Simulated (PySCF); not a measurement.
## Spin states of BeTl

Unrestricted PBE0; basis Be def2-SVP, Tl def2-SVP with ECP60; scalar-relativistic core potentials; PySCF 2.14. Outer shells of the fragments: Be 2s2; Tl 5d10 6s2 6p1.

Followed along the bond (rough minima from three points):

```
2Ms+1   unpaired  ⟨S²⟩ at the start  R at minimum (Å)  Te (eV)
    2        π ↑               0.75              2.62     0.00
    2        σ ↑               0.76              2.86     0.00
    4  σ ↑↑, π ↑               3.75              2.51     1.27
    4  σ ↑, π ↑↑               3.75  none in the scan   ≤ 1.26
```

Solutions found at the starting distance of 2.390 Å, counted from the lowest of them; the search is not exhaustive and high or unbound solutions are not listed, so other states can lie among these:

| 2Ms+1 | unpaired | term | E (eV) | ⟨S²⟩ | ⟨Lz²⟩ | μ (D) |
| --- | --- | --- | --- | --- | --- | --- |
| 2 | π ↑ | ²Π | 0.00 | 0.75 | 1.00 | 0.48 |
| 2 | σ ↑ | ²Σ⁺ | 0.30 | 0.76 | 0.00 | 1.27 |
| 4 | σ ↑, π ↑↑ | ⁴Σ⁻ | 1.16 | 3.75 | 0.00 | 0.80 |
| 4 | σ ↑↑, π ↑ | ⁴Π | 1.20 | 3.75 | 1.00 | 1.59 |
| 2 | σ ↑, π ↑↓ | mixed | 1.82 | 1.75 | 2.00 | 0.39 |
| 2 | σ ↓, π ↑↑ | mixed | 2.16 | 1.76 | 0.00 | 0.17 |
| 2 | σ ↑ | mixed | 2.25 | 1.00 | 2.00 | 0.20 |
| 4 | σ ↑, π ↑↑ | mixed | 3.23 | 3.76 | 2.00 | -0.56 |
| 2 | π ↑ | ²Π | 4.82 | 0.84 | 1.00 | 0.14 |

A term symbol is given only where ⟨S²⟩ and ⟨Lz²⟩ are close to those of a pure state; real π, δ and φ orbitals otherwise mix terms. A positive dipole means Be(−)Tl(+).

**Question.** Compare the gap between the two lowest followed solutions at the starting distance with the gap between their minima.

**Answer.** At PBE0 the second solution (doublet, unpaired electrons σ ↑) lies +0.30 eV from the first (doublet, unpaired electrons π ↑) at 2.390 Å and +0.00 eV at the minima; the two curves relax by different amounts, since their minima lie near 2.86 and 2.62 Å. A gap this small is a tie at this level.

Spin–orbit coupling is left out, which matters for elements this heavy, above all for dissociation energies. Counting both spins, an empty level lies below a filled one in some of these solutions, because spin and occupation are held.
